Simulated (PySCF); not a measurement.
# NMR data sheet: C5H7NO2Si

```
Formula                               : C5H7NO2Si
SMILES                                : [H]/N=C(/CC#C[SiH3])C(=O)O
Point group of the computed structure : C1
Degrees of unsaturation               : 4
Carbon signals                        : 5
Proton signals                        : 4
```

Molfile (atoms numbered from 1):
```
C5H7NO2Si
     RDKit          3D

 16 15  0  0  0  0  0  0  0  0999 V2000
   -1.8860   -1.4857   -1.1294 N   0  0  0  0  0  0  0  0  0  0  0  0
   -1.3737   -1.0565   -0.0657 C   0  0  0  0  0  0  0  0  0  0  0  0
   -0.0789   -1.6138    0.4458 C   0  0  0  0  0  0  0  0  0  0  0  0
    0.9433   -0.5887    0.3146 C   0  0  0  0  0  0  0  0  0  0  0  0
    1.7653    0.2825    0.1880 C   0  0  0  0  0  0  0  0  0  0  0  0
    3.0482    1.5996    0.0225 Si  0  0  0  0  0  4  0  0  0  0  0  0
   -1.9678    0.0359    0.7979 C   0  0  0  0  0  0  0  0  0  0  0  0
   -1.7016    0.2165    1.9566 O   0  0  0  0  0  0  0  0  0  0  0  0
   -2.8652    0.7698    0.1298 O   0  0  0  0  0  0  0  0  0  0  0  0
   -2.7510   -1.0291   -1.4118 H   0  0  0  0  0  0  0  0  0  0  0  0
    0.1933   -2.4960   -0.1356 H   0  0  0  0  0  0  0  0  0  0  0  0
   -0.1874   -1.8704    1.5035 H   0  0  0  0  0  0  0  0  0  0  0  0
    4.0673    1.1361   -0.9220 H   0  0  0  0  0  0  0  0  0  0  0  0
    3.6354    1.8426    1.3418 H   0  0  0  0  0  0  0  0  0  0  0  0
    2.3892    2.8073   -0.4821 H   0  0  0  0  0  0  0  0  0  0  0  0
   -3.2379    1.4588    0.7023 H   0  0  0  0  0  0  0  0  0  0  0  0
 10  1  1  0
  1  2  2  0
  2  3  1  0
  3  4  1  0
  4  5  3  0
  5  6  1  0
  2  7  1  0
  7  8  2  0
  7  9  1  0
  3 11  1  0
  3 12  1  0
  6 13  1  0
  6 14  1  0
  6 15  1  0
  9 16  1  0
M  END
```

All values are calculated (PySCF): shielding tensors at PBE0/pcSseg-1 (GIAO), structure optimised with GFN2-xTB. Averaged over atoms made equivalent by symmetry, fast rotation or ring inversion, a single conformation, non-relativistic, isolated molecule.

Scale: ¹H (σref 31.72), ¹³C (σref 186.93), ²⁹Si (σref 349.16) vs TMS; ¹⁵N (σref 267.73) vs NH3; ¹⁷O (σref 336.08) vs H2O (reference shieldings calculated alike).

| carbon | δC, type | δH (multiplicity) | HMBC from (2–3 bonds) | span of the C tensor (ppm) |
| --- | --- | --- | --- | --- |
| C2 | 169.1, C | – | H11/H12 | 201 |
| C3 | 31.0, CH2 | 3.80 (s) | – | 31 |
| C4 | 112.6, C | – | H13/H14/H15, H11/H12 | 292 |
| C5 | 84.9, C | – | H13/H14/H15, H11/H12 | 238 |
| C7 | 163.7, C | – | H11/H12 | 161 |

Other nuclei:
```json
{"atoms": "H10", "nucleus": "¹H", "environment": "hydrogen on an imine nitrogen", "δ (ppm)": "12.30", "σ (ppm)": "19.42"}
{"atoms": "H16", "nucleus": "¹H", "environment": "hydrogen on an acid hydroxyl oxygen", "δ (ppm)": "6.34", "σ (ppm)": "25.38"}
{"atoms": "H13/H14/H15", "nucleus": "¹H", "environment": "hydrogen on a silicon bonded to C", "δ (ppm)": "4.20", "σ (ppm)": "27.52"}
{"atoms": "Si6", "nucleus": "²⁹Si", "environment": "silicon bonded to C, 3 H", "δ (ppm)": "-99.0", "σ (ppm)": "448.1"}
{"atoms": "N1", "nucleus": "¹⁵N", "environment": "imine nitrogen", "δ (ppm)": "371.7", "σ (ppm)": "-104.0"}
{"atoms": "O8", "nucleus": "¹⁷O", "environment": "carbonyl oxygen", "δ (ppm)": "429.2", "σ (ppm)": "-93.2"}
{"atoms": "O9", "nucleus": "¹⁷O", "environment": "acid hydroxyl oxygen", "δ (ppm)": "202.8", "σ (ppm)": "133.3"}
```

Carbon types of the structure: 4 × C, 1 × CH2, leaving 5 H on heteroatoms. δC 169.1: C=N carbon. δC 163.7: carboxylic acid carbon; lone-pair donation from the attached heteroatom keeps it upfield of a ketone carbonyl. δC 112.6, 84.9: alkyne carbon. δC 31.0: propargylic sp3 CH2; saturated and bonded to C and H only. δH 12.30: hydrogen on an imine nitrogen; exchangeable; this is the value without hydrogen bonding to other molecules.

The OH or NH signal is concentration- and solvent-dependent in practice; the value given is the gas-phase one. Shifts are as computed. Against solution values, carbons near 30 ppm lie about +3 ppm off and those near 130 ppm about +5 ppm. Of 1211 compounds with measured shifts, 218 miss one by over three times the rms of a fit or turn the order of signals round; such compounds aren't used in these exercises. In solution the two oxygens of a carboxylic acid exchange roles by proton transfer and give one 17O line. Hydrogen bonding in solution shields acid and N–H amide carbonyl oxygens by tens of ppm. Hydrogen bonding in solution deshields acid and N–H amide carbonyl carbons by as much as 10 ppm beyond these values. Unscaled 17O shifts of doubly bonded oxygen tend to come out too high, by tens of ppm or more. Experimental scales use liquid or dissolved standards, which lie at an offset from isolated NH3 (liquid NH3: subtract about 20 ppm) and H2O (liquid H2O: subtract about 36 ppm). Unscaled 15N shifts of sp2 nitrogen come out 20 to 40 ppm too high even then. No couplings were computed; multiplicities are counted from neighbouring protons, with m where these are inequivalent, close in shift, in a saturated or five-membered ring or joined by F or P, and br s for small geminal =CH2 splittings.
